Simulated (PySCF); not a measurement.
Electron correlation in He (helium, neutral)

1s2, closed-shell 1S. All numbers are calculated (PySCF 2.14, no relativity, point nucleus, in aug-cc-pVDZ). Frozen: nothing; 2 electrons correlated.

With two correlated electrons CCSD is exact within the correlated space (frozen core and kept virtual orbitals).

```csv
level,correlation energy (mhartree)
CCSD,-33.84
```

Diagnostics: T1 = 0.0029, D1 = 0.0041, largest double amplitude 0.051.

Cost of the coupled-cluster step: of the order of 0.03 core-seconds, for 2 correlated electrons.
